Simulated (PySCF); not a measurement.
Sn(Et)(OH)(OMe)2, SMILES C[CH2][Sn]([OH])([O]C)[O]C (C4H12O3Sn), GFN2-xTB optimised geometry. Atoms within 1.6 Å of the plane z = 0.0 Å (x, y, z in Å): C1 (-1.87, -3.27, 1.00), C2 (-1.95, -1.87, 1.54), Sn3 (-1.36, -0.37, 0.00), O5 (0.67, -0.37, 0.00), C6 (1.47, 0.21, -0.99), O7 (-1.97, 1.59, 0.00), C8 (-1.58, 2.57, 0.92), H10 (-2.51, -3.40, 0.14), H11 (-0.85, -3.52, 0.72), H15 (2.51, 0.01, -0.70), H17 (1.33, 1.29, -1.05), H18 (-0.50, 2.59, 1.08), H19 (-1.89, 3.52, 0.49).

Computed with CAM-B3LYP/def2-SVP, def2 effective core potentials past Kr (PySCF). The core electrons that the potentials of Sn replace are not part of the density. Cells within 0.4 Å of a nucleus heavier than hydrogen are left out (blank, or x).

Map of the HOMO amplitude (bohr^(-3/2)), clipped to [-0.25, 0.25] on the plane z = 0.0 Å; orbital energy -8.61 eV, overall sign arbitrary:

```
|4444444444444444445555544444444|
|4444444444444444445555444444444|
|4444444444444444455554444444444|
|4444444444444444555544444444444|
|4444444444444444555544444444444|
|4444444444444445555444444444444|
|4444444444444445554444444444444|
|5544444444444455554444444444444|
|5555555555544455544444444444444|
|5555555555555555444444444444445|
|5555555567854455444444444444455|
|5555555557xx4445544444444444555|
|5555555555x23455554444444455555|
|5555555544334455655444445555555|
|5555555544444556776555555555555|
|55555554445654569x6555555555555|
|55555555544xx455xx4445555555555|
|4444445555445543002444555555555|
|4444445555555543223444555555555|
|4444444555555444334444555555555|
|4444444555555444444444555555555|
|4444444445554444444444555555555|
|4444444444444444444444555555555|
|4444444444444444444444455555555|
|4444444444444444444444444555555|
|4455554444444444444444444445555|
|5555555444444444444444444444445|
|5555555555554444444444444444444|
|5555555555554444444444444444444|
|5555555555554444444444444444444|
|5555555555554444444444444444444|
```
Scale: ten equal steps from -0.250 (start of '0') to 0.250 (end of '9'), in the order '0123456789'; x runs from -6.00 to 6.00, y from -6.00 (bottom) to 6.00 (top).
